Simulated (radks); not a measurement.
Values are calculated unless marked as measured or tabulated.
Q: Se2+, configuration [Ar] 3d10 4p4 (not the ground configuration). Level of theory: Dirac Kohn-Sham, PBEsol, spin-unpolarised, spherical densities, finite nucleus; open shells fill j = l - 1/2 first; Fermi nuclear charge, rms radius 4.14 fm (a radial shooting solver on a logarithmic mesh with Libxc functionals). Some entries of the table are withheld. Estimate them.

orbital,occ.,eigenvalue (eV),r(max) (bohr),<r^2> (bohr^2)
1s1/2,2,-12517.25,0.02881,0.002619
2s1/2,2,-1631.135,0.1647,0.04527
2p1/2,2,(1),0.1296,0.03489
2p3/2,4,(2),0.1327,0.03635
3s1/2,2,(3),(4),0.3795
3p1/2,2,(5),(6),0.3977
3p3/2,4,(7),(8),0.4120
3d3/2,4,(9),0.4504,0.4856
3d5/2,6,(10),0.4532,0.4921
4p1/2,2,-27.2014,1.656,4.261
4p3/2,2,-26.6567,1.683,4.388

A: 
(1) 2p1/2 eigenvalue (eV): -1466.352
(2) 2p3/2 eigenvalue (eV): -1424.639
(3) 3s1/2 eigenvalue (eV): -238.8515
(4) 3s1/2 r(max) (bohr): 0.5026
(5) 3p1/2 eigenvalue (eV): -182.4951
(6) 3p1/2 r(max) (bohr): 0.4948
(7) 3p3/2 eigenvalue (eV): -176.6136
(8) 3p3/2 r(max) (bohr): 0.5034
(9) 3d3/2 eigenvalue (eV): -79.3285
(10) 3d5/2 eigenvalue (eV): -78.4278
